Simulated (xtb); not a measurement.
Si(CCH)(F)3 (C2HF3Si), SMILES C#C[Si](F)(F)F. All values are semi-empirical tight-binding results from xtb (GFN2-xTB unless named), good for trends rather than for accurate numbers. Geometry optimised at GFN2-xTB.

Optimised geometry:

```xyz
7

C      0.0000     0.0000     2.7257
C      0.0000     0.0000     1.5241
Si     0.0000     0.0000    -0.3045
F     -1.2604    -0.7277    -0.9265
F      1.2604    -0.7277    -0.9265
F      0.0000     1.4554    -0.9265
H      0.0000     0.0000     3.7776
```
Charge 0, spin multiplicity 1.

Question: Estimate the properties. (Estimate from the structure and the level; the computed values follow.)

Answer: 
The point group as xtb finds it is C3v and the orbital gap comes out as 5.95 eV. The dipole moment is 3.07 D and the zero-point energy is 17.1 kcal/mol. The G − E(el) at 298.15 K (modified RRHO) is -2.0 kcal/mol and the static polarisability (D4 model) is 60.1 bohr³. The solvation energy, GFN2-xTB/ALPB(water) comes out as -0.1 kcal/mol. The solvation energy, GFN2-xTB/ALPB(benzene) comes out as -1.8 kcal/mol.

Question: Give the atomic charges and the Wiberg bond orders between heavy atoms. (The exact figures need the calculation; the answer reports its results.)

Answer: charges (e) C1 -0.05, C2 -0.08, Si3 0.70, F4 -0.23, F5 -0.23, F6 -0.23, H7 0.11. Bond orders C1–C2 2.92, C2–Si3 0.93, Si3–F4 1.11, Si3–F5 1.11, Si3–F6 1.11.
